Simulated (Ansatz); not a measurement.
The first iterations of a band of B₂F₃GeH₃ (9 atoms, charge 0, multiplicity 1).

Method: RKS PBE/def2-SVP (Ansatz 0.2.0).

```yaml
movable_images: 4
climbing_image: no
spring: 5.0 eV/Å²
optimiser: quadratic models (default)
start_path: IDPP
force_threshold: 0.03 eV/Å
iteration_limit: 60
end_points: relaxed
```

Image 0:

```xyz
9
Properties=species:S:1:pos:R:3
F 2.163 -1.226 -1.327
B 1.642 -0.784 -0.192
Ge -0.422 -0.526 0.000
F -1.228 -1.169 -1.447
B -1.043 1.445 0.312
F -1.794 2.065 -0.586
H 2.410 -0.518 0.721
H -0.925 -1.403 1.193
H -0.715 2.071 1.310
```

Image 5:

```xyz
9
Properties=species:S:1:pos:R:3
F 2.143 -1.208 -1.367
B 1.647 -0.775 -0.217
Ge -0.411 -0.531 0.031
F -1.253 -1.191 -1.390
B -1.084 1.437 0.255
F -0.652 2.155 1.287
H 2.436 -0.501 0.676
H -0.887 -1.400 1.241
H -1.848 1.969 -0.534
```

| iteration | highest image above the first end (eV) | largest band force component (eV/Å) |
| --- | --- | --- |
| 1 | 0.179 | 1.000 |
| 2 | 0.104 | 0.312 |

**Question.** Does the band converge within its limit, and where does its top end?

**Answer.** It converged. It ended after 8 iterations with the highest image 0.080 eV above the first end. No image climbed, so the highest image needn't sit at the top of the path.

Time of the run: 36 s on 2 threads of Intel(R) Xeon(R) 6975P-C (Granite Rapids), with other jobs on the host, peak memory 0.17 GiB.
